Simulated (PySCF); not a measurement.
Isomers of C5HF3N2O, one GFN2-xTB conformer each. Single-point energies are computed at PBE0/pcSseg-1 (PySCF, gas phase, no added dispersion term), electronic only.

```json
{"SMILES": "C#Cc1nnc(C(F)(F)F)o1", "GFN2-xTB relative energy (kJ/mol)": "0.0"}
{"SMILES": "N#C/C=C(\\C#N)OC(F)(F)F", "GFN2-xTB relative energy (kJ/mol)": "13.6"}
```

Conformers: `[N:1]#[C:2]/[CH:3]=[C:4](\[C:5]#[N:6])[O:7][C:8]([F:9])([F:10])[F:11]` with C3–C4–O7–C8 0°.

Q: What does PBE0/pcSseg-1 give for the same structures?

A: 
```json
{"SMILES": "N#C/C=C(\\C#N)OC(F)(F)F", "PBE0/pcSseg-1 E (Eh)": "-674.55490", "PBE0/pcSseg-1 (kJ/mol)": "0.0", "GFN2-xTB (kJ/mol)": "13.6", "point group": "Cs"}
{"SMILES": "C#Cc1nnc(C(F)(F)F)o1", "PBE0/pcSseg-1 E (Eh)": "-674.51255", "PBE0/pcSseg-1 (kJ/mol)": "111.2", "GFN2-xTB (kJ/mol)": "0.0", "point group": "Cs"}
```

GFN2-xTB puts C#Cc1nnc(C(F)(F)F)o1 lowest instead. As drawn, the lower has a C≡N group and a C=C bond outside aromatic rings, which the higher lacks; the higher has an aromatic ring, a C≡C bond and an N–N linkage, which the lower lacks.

Q: Which frontier levels, dipoles and rotational constants go with these structures?

A: 
| SMILES | HOMO (eV, PBE0/pcSseg-1) | LUMO (eV) | dipole (D) | A, B, C (MHz) |
| --- | --- | --- | --- | --- |
| N#C/C=C(\C#N)OC(F)(F)F | -9.03 | -3.29 | 3.70 | 1993, 710.4, 575.5 |
| C#Cc1nnc(C(F)(F)F)o1 | -8.44 | -2.36 | 3.70 | 2967, 643.6, 582.4 |
